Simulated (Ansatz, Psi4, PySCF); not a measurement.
OPb, singlet, geometry from GFN2-xTB (such geometries of metal compounds can be far from the true shape) (core potentials on Pb), atoms displaced at random by about 0.03 Å a coordinate. Base run: R2SCAN/def2-SVP, gradient (PySCF).

The PySCF input:
```python
from pyscf import gto, scf, dft

mol = gto.Mole()
mol.atom = '''
    Pb   -0.02882137    0.00152083   -0.15157402
    O    -0.05366632   -0.00791044    1.72369311
'''
mol.basis = 'def2-svp'
mol.ecp = {'Pb': 'def2-svp'}
mol.verbose = 4
mol.build()

mf = dft.RKS(mol)
mf.xc = 'r2scan'
mf.kernel()
g = mf.nuc_grad_method()
grad = g.kernel()
```

Programs used: Ansatz (a quantum-chemistry and plane-wave program), Psi4, PySCF; a row that names a program was run with it.

The coordinate followed is y of atom 2.

Variants of this job, named by their change:

| change | dE/dx (Eh/bohr) | net force (Eh/bohr) |
|---|---|---|
| base | 0.000241 | 0.000101 |
| grids.level = 1; grid_response = on | 0.000194 | 0.000000 |
| finite difference step (bohr) = 1e-3; conv_tol = 1e-11 | 0.000237 | - |
| finite difference step (bohr) = 1e-4; conv_tol = 1e-11 | 0.000237 | - |
| density fitting = on; auxbasis_response = off | 0.000233 | 0.001707 |
| code = psi4 | 0.000241 | 0.000830 |
| conv_tol = 1e-6 | 0.000241 | 0.000101 |
| grids.level = 1; grid_response = off | 0.000124 | 0.000361 |
| density fitting = on | 0.000241 | 0.000101 |
| code = ansatz | 0.000243 | 0.000000 |
| conv_tol = 1e-4 | 0.000241 | 0.000101 |
| conv_tol = 1e-11 | 0.000241 | 0.000101 |

The net force is zero for an exact gradient.
